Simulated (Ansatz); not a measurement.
BClH$_{6}$OSi$_{2}$, SMILES `B[Si](O)([SiH3])Cl`, relaxed with RKS PBE0-D4/def2-TZVP in Ansatz from a PBE-D4/def2-SVP geometry. The force threshold is 0.005 eV/Å; the program also tests the step.

The species carries charge 0 and has multiplicity 1.

Start:

```xyz
11

B    -0.969   -1.097   -1.568
Si    0.363   -0.211   -0.437
O     1.970   -0.675   -0.501
Si   -0.019    1.446    1.195
Cl   -0.959   -1.877    0.410
H    -0.570   -1.983   -2.294
H    -2.046   -0.564   -1.729
H     2.518   -0.438    0.270
H     0.648    2.740    0.801
H    -1.499    1.666    1.342
H     0.562    0.993    2.511
```

| step | energy (eV) | largest force (eV/Å) | largest move (Å) |
| --- | --- | --- | --- |
| 1 | -31088.6699 | 0.976 | 0.000 |
| 2 | -31088.7237 | 0.591 | 0.035 |
| 3 | -31088.7393 | 0.173 | 0.044 |
| 4 | -31088.7434 | 0.136 | 0.016 |
| 5 | -31088.7489 | 0.106 | 0.030 |
| 6 | -31088.7537 | 0.136 | 0.043 |
| 7 | -31088.7560 | 0.061 | 0.042 |
| 8 | -31088.7563 | 0.040 | 0.026 |
| 9 | -31088.7566 | 0.017 | 0.007 |
| 10 | -31088.7566 | 0.026 | 0.013 |
| 11 | -31088.7569 | 0.018 | 0.017 |
| 12 | -31088.7570 | 0.015 | 0.030 |
| 13 | -31088.7571 | 0.014 | 0.017 |
| 14 | -31088.7571 | 0.010 | 0.008 |
| 15 | -31088.7571 | 0.006 | 0.004 |
| 16 | -31088.7571 | 0.006 | 0.002 |
| 17 | -31088.7571 | 0.002 | 0.001 |

End:

```xyz
11

B    -0.921   -0.975   -1.659
Si    0.323   -0.313   -0.316
O     1.908   -0.709   -0.437
Si   -0.035    1.446    1.189
Cl   -0.850   -1.957    0.457
H    -0.566   -1.856   -2.380
H    -2.022   -0.523   -1.713
H     2.475   -0.571    0.324
H     0.516    2.710    0.633
H    -1.491    1.598    1.432
H     0.662    1.150    2.471
```

Run time 73 s (4 threads of an Arm Neoverse V2 on a shared host); peak host memory 0.62 GiB.
